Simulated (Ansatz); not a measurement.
In(PH3)F3 (InPH₃F₃). Total charge 0; singlet. Geometry r2SCAN-D4/def2-SVP; atoms count from 1.

```xyz
8

In   -1.225   -0.874    0.182
P     0.988    0.702   -0.147
H     2.174    0.095   -0.625
H     1.501    1.370    0.992
H     0.897    1.794   -1.044
F    -0.440   -2.194    1.396
F    -1.482   -1.380   -1.692
F    -2.413    0.487    0.938
```

In the def2 sets In takes a core potential; there is no spin–orbit coupling.

(1) Estimate the Mulliken populations from the PBE0/def2-TZVP orbitals of Ansatz.

(2) And the Mayer bond orders between bonded heavy atoms (over 0.3)?

Answers

(1) 
```
atom  charge (e)
 In1        1.27
  P2       -0.20
  H3        0.14
  H4        0.14
  H5        0.14
  F6       -0.49
  F7       -0.49
  F8       -0.49
```
Mulliken values and Mayer orders depend strongly on the basis.

(2) In1–P2 0.37 (2.74 Å); In1–F6 0.81 (1.96 Å); In1–F7 0.81 (1.96 Å); In1–F8 0.81 (1.96 Å).
